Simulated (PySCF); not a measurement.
# Computed structure and properties of [Eu(H2O)2]3+

System: [Eu(H2O)2]3+ (singlet in the valence; each metal's 4f electrons, 6 of them, lie in its core potential, out of spins and levels); start: displaced along the imaginary mode (C1). Method: PySCF 2.14.0, RKS PBE, Eu lcecp-1-SVP with ECP52, O def2-SVP, H def2-SVP; non-relativistic Hamiltonian with scalar-relativistic core potentials where named; density fitting; no spin-orbit coupling.

Input of the relaxation:

```python
mol = gto.M(atom='''
Eu     0.04380     0.00446     0.00000
O     -0.17880    -0.01853     2.29823
H      0.30914     0.53697     2.98251
H     -0.79261    -0.56478     2.88038
O     -0.17873    -0.01786    -2.29823
H      0.30694    -0.58640    -2.97308
H     -0.79481     0.51535    -2.88982''',
    basis={'Eu': 'lcecp-1-SVP', 'O': 'def2-SVP', 'H': 'def2-SVP'},
    ecp={'Eu': 'lcecp-1-SVP'},
    charge=3, spin=0)
mf = dft.RKS(mol, xc='PBE')
mf.grids.atom_grid = (50, 194)  # f atoms: unpruned, at least (60, 302)
mf = mf.density_fit()  # fitting sets: Eu AutoAux, O def2-universal-JKFIT, H def2-universal-JKFIT
mf.conv_tol = 1e-08; mf.max_cycle = 55
mf.kernel(dm0)  # dm0: converged density of the start geometry
# quasi-Newton relaxation in Cartesian coordinates to a largest gradient under 0.00045 Eh/bohr, steps kept in the point group
```

Run from Python with OMP_NUM_THREADS=2; the lines above give its settings. Where DIIS fails, smearing, a level shift and second-order steps follow.
It took 72 s on 2 threads of Arm Neoverse V1, on a shared host, from the converged density of the start.

Course of the relaxation:

| step | energy above end (eV) | largest force component within the symmetry (eV/Å) |
| --- | --- | --- |
| 0 | 0.2216 | 0.107 |
| 1 | 0.2188 | 0.072 |
| 2 | 0.2156 | 0.178 |
| 3 | 0.2112 | 0.156 |
| 4 | 0.2054 | 0.195 |
| 5 | 0.1967 | 0.241 |
| 6 | 0.1839 | 0.297 |
| 7 | 0.1650 | 0.471 |
| 19 | 0.0017 | 0.158 |
| 20 | 0.0004 | 0.045 |
| 21 | 0.0002 | 0.020 |
| 22 | 0.0001 | 0.020 |
| 23 | 0.0000 | 0.016 |
| 24 | 0.0000 | 0.017 |
(The steps between are left out.)

Relaxed geometry (C1):

```xyz
7

Eu    1.1027    0.1124   -0.0046
O    -0.1682    0.0349    1.8583
H     0.0886    0.3114    2.7905
H    -1.1090   -0.2954    1.9803
O    -0.1718   -0.0706   -1.8570
H     0.0965   -0.4330   -2.7558
H    -1.1240    0.2094   -2.0117
```

| contact | Å |
| --- | --- |
| Eu1–O2 (H2O) | 2.256 |
| Eu1–O5 (H2O) | 2.256 |

On the finer grid (75, 302):

```yaml
HOMO: -24.60 eV
LUMO: -19.47 eV
Dipole_about_the_centre_of_mass: 3.32 D
Set_of_Mulliken_populations_of_Eu1_outside_the_core_potential: s 2.09, p 6.10, d 0.63, f 0.04
D3_BJ_dispersion_energy_not_in_the_energies: -0.085 eV
```

```
atom  Mulliken (e)  Löwdin (e)  spin (e)
 Eu1          2.13        1.95      0.00
  O2         -0.26        0.06      0.00
  H3          0.35        0.23      0.00
  H4          0.35        0.23      0.00
  O5         -0.26        0.06      0.00
  H6          0.35        0.23      0.00
  H7          0.35        0.23      0.00
```

The 4f levels lie in the core potential and are missing. Their spin isn't counted.

On the grid (50, 194), as all that follows. Harmonic modes: a minimum within the noise of the softest modes; lowest 19 cm⁻¹ (negative: unstable), highest 3389 cm⁻¹, zero-point energy 1.264 eV.

Taking off one H2O (charge 0, singlet; the rest: singlet) in vacuum, both parts rigid, costs 4.41 eV; the small basis without counterpoise inflates it. Parting with an electron moved from the ligand to the metal can be far cheaper, even downhill.

Rigid scan of H2O along the line from its metal:

| distance to O2 (Å) | energy (eV) |
| --- | --- |
| 1.96 | 0.765 |
| 2.06 | 0.291 |
| 2.16 | 0.063 |
| 2.26 | 0.000 |
| 2.36 | 0.046 |
| 2.46 | 0.161 |
| 2.66 | 0.497 |

One start shape was tried, so this needn't be the lowest isomer.

An lcecp potential fixes the number of 4f electrons, so in runs with it no electron can move into or out of that shell.
